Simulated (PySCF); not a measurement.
# Two-component Hartree-Fock for Ta (tantalum, neutral)

Start: [Xe] 4f14 5d3 6s2; 5d3/2 filled at m_j = -1/2, +1/2, +3/2. Calculated with PySCF 2.14 in x2c-QZVPPall-2c (16s16p12d6f2g, 184 functions): generalised Hartree-Fock with the X2C-1e Hamiltonian and a Gaussian nucleus; one run each with spin-orbit coupling (SO) switched off, then screened by Boettger's factors.

```tsv
spinor shell	electrons	ε, spin-free (eV)	ε, screened SO (eV)	weight of nominal j (screened SO)	rms radius, screened SO (bohr)
1s1/2	2	-67775.4	-67755.8	1.000	0.0211
2s1/2	2	-11784.1	-11777.9	1.000	0.0853
2p1/2	2	-10329.2	-11235.7	1.000	0.0726
2p3/2	4	-10329.2	-9959.6	1.000	0.0799
3s1/2	2	-2760.4	-2758.4	1.000	0.218
3p1/2	2	-2319.9	-2517.6	1.000	0.210
3p3/2	4	-2319.9	-2238.0	1.000	0.225
3d3/2	4	-1800.8	-1836.2	1.000	0.199
3d5/2	6	-1800.8	-1775.6	1.000	0.203
4s1/2	2	-594.21	-593.50	1.000	0.488
4p1/2	2	-447.04	-492.96	1.000	0.497
4p3/2	4	-447.04	-427.77	1.000	0.530
4d3/2	4	-255.05	-262.19	1.000	0.557
4d5/2	6	-255.05	-249.65	1.000	0.569
5s1/2	2	-86.884	-86.643	1.000	1.19
5p1/2	2	-48.077	-55.784	0.956	1.33
5p3/2	4	-48.077	-44.602	0.977	1.42
4f5/2	6	-40.239	-41.184	0.996	0.701
4f7/2	8	-40.239	-38.897	0.997	0.706
5d3/2	3	-8.931	-8.982	0.702	2.31
6s1/2	2	-6.838	-6.809	0.995	3.84
```

```csv
quantity,spin-free,screened SO
E (hartree),-15593.13144,-15610.56866
M_J,3/2,3/2
⟨J²⟩,6.805,6.086
⟨L²⟩,12.029,11.976
⟨S²⟩,3.776,3.799
```

The determinant has a definite M_J but mixes levels of different J.

Each row is a mean over spinors that exchange with the open shell spreads, by up to 2.520 eV (5s1/2).

Rows whose weight is well below 1 are mixtures of j = l ± 1/2: exchange outweighs spin-orbit coupling there, and the label is only the starting occupation.

Breit and QED terms are absent; they matter most for the inner s and p1/2 levels.

Densities and radii are taken from the X2C orbitals without a picture-change correction, which distorts them close to the nucleus.

Without spin-orbit coupling the j labels of p, d and f shells carry no meaning; the spin-free column gives the mean over the occupied spinors of each nl shell, and its ⟨J²⟩ belongs to a mixture of degenerate components.
